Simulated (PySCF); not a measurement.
**Spin–spin coupling constants**

Geometry:
```json
{"atom": "C1", "x (Å)": "2.186", "y (Å)": "0.182", "z (Å)": "0.731"}
{"atom": "O2", "x (Å)": "0.945", "y (Å)": "-0.448", "z (Å)": "0.757"}
{"atom": "C3", "x (Å)": "0.189", "y (Å)": "-0.243", "z (Å)": "-0.403"}
{"atom": "C4", "x (Å)": "-1.170", "y (Å)": "-0.947", "z (Å)": "-0.254"}
{"atom": "C5", "x (Å)": "-2.075", "y (Å)": "0.150", "z (Å)": "0.352"}
{"atom": "Ge6", "x (Å)": "-0.812", "y (Å)": "1.507", "z (Å)": "-0.340"}
{"atom": "H7", "x (Å)": "2.824", "y (Å)": "-0.197", "z (Å)": "-0.093"}
{"atom": "H8", "x (Å)": "2.690", "y (Å)": "-0.019", "z (Å)": "1.686"}
{"atom": "H9", "x (Å)": "2.090", "y (Å)": "1.279", "z (Å)": "0.604"}
{"atom": "H10", "x (Å)": "0.763", "y (Å)": "-0.526", "z (Å)": "-1.306"}
{"atom": "H11", "x (Å)": "-1.535", "y (Å)": "-1.237", "z (Å)": "-1.252"}
{"atom": "H12", "x (Å)": "-1.082", "y (Å)": "-1.869", "z (Å)": "0.346"}
{"atom": "H13", "x (Å)": "-2.062", "y (Å)": "0.137", "z (Å)": "1.452"}
{"atom": "H14", "x (Å)": "-3.119", "y (Å)": "0.156", "z (Å)": "0.010"}
{"atom": "H15", "x (Å)": "-0.307", "y (Å)": "2.606", "z (Å)": "0.617"}
{"atom": "H16", "x (Å)": "-1.205", "y (Å)": "2.127", "z (Å)": "-1.698"}
```

Method: B3LYP/pcJ-1 (pcSseg-1 on Ge) (without the spin–dipole term)//PBE0-D3(BJ)/def2-SVP, PySCF 2.14.0 with density-fitted response routines; isolated molecule, single conformer, non-relativistic. Couplings are averaged over pairs made equivalent by symmetry, fast rotation or ring inversion, so a value needn't be that of the named pair in this geometry, while other rotamers aren't included; one pair stands for each set, and the list holds a selection of those of at least 0.8 Hz over up to four bonds, among pairs with at least one C or H atom (others weren't computed).

Isotopes: 13C, 1H, 17O. Couplings to quadrupolar nuclei such as 17O and 33S are rarely resolved in practice.

```csv
pair,bonds,J (Hz)
"C1, O2",1,23.2
"C1, H7",1,145.2
"O2, C3",1,26.6
"C3, C4",1,?
"C3, H10",1,158.7
"C4, C5",1,32.8
"C4, H11",1,?
"C4, H12",1,140.8
"C5, H13",1,141.8
"C5, H14",1,?
"O2, H7",2,-6.8
"O2, H10",2,?
"C3, H12",2,-5.2
"C5, H16",2,?
"H13, H14",2,-13.2
"C1, H10",3,?
"O2, H11",3,?
"C3, H14",3,12.3
"C4, H15",3,3.8
"C4, H16",3,?
"H10, H11",3,7.7
"H10, H16",3,-1.5
"H11, H13",3,14.7
"C1, H11",4,0.8
"H10, H13",4,-1.2
"H11, H15",4,-2.6
```

Question: Estimate the withheld couplings, with signs.

Answer: 
- 1J(C3,C4) = 35.9 Hz (bond length 1.538 Å)
- 1J(C4,H11) = 131.8 Hz (bond length 1.102 Å, sp3 carbon)
- 1J(C5,H14) = 147.7 Hz (bond length 1.098 Å, sp3 carbon)
- 2J(O2,H10) = -3.4 Hz (angle at C3 111°)
- 2J(C5,H16) = 3.5 Hz (angle at Ge6 115°)
- 3J(C1,H10) = 3.0 Hz (dihedral angle 54°)
- 3J(O2,H11) = -10.1 Hz (dihedral angle 151°)
- 3J(C4,H16) = -1.2 Hz

Relativistic effects of the heavier atoms present are left out.
